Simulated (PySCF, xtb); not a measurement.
BI₂, SMILES [B](I)I (connectivity only; charge and spin as stated), charge +1, multiplicity 1.

xtb with GFN2-xTB at its own geometry gives an orbital gap of 3.77 eV.

Geometry: B3LYP-D3(BJ)/def2-TZVP. The multiplicity is an assumed one; other spin states were not compared. The isomer is the one that the SMILES or the coordinates give; other isomers of the formula were not compared. The def2 effective core potentials stand for the cores of I; spin–orbit coupling is left out.

Q: What does PBE/def2-TZVPD in PySCF give? (An estimate is asked for; the answer gives what the named calculation found.)

A: gap 4.04 eV (levels -12.65 and -8.61 eV).
